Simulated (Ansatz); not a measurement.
Ansatz results at the PBE0-D4/def2-TZVP geometry: size of the dipole moment (B3LYP/def2-TZVPP) 3.30 D; size of the dipole moment (PBE/def2-TZVPP) 3.03 D; ideal-gas entropy at 298 K and 1 bar (rigid rotor, harmonic PBE0-D4/def2-TZVP) 356 J/(mol·K).

Each molecule was computed in one conformer, which needn't be the lowest.

Q: Which molecule gave them?
A. `C[Si](F)Br`•
B. `CO[SiH]F`•
C. `[F][Sn]([F])[SH]`•
D. `O=C=N[SiH]Cl`•

A: C. The others give `C[Si](F)Br`•: 2.11, 2.04, 335; `O=C=N[SiH]Cl`•: 1.46, 1.29, 341; `CO[SiH]F`•: 1.50, 1.45, 326.

B3LYP here is the variant with VWN-RPA as its local correlation; programs differ in this.
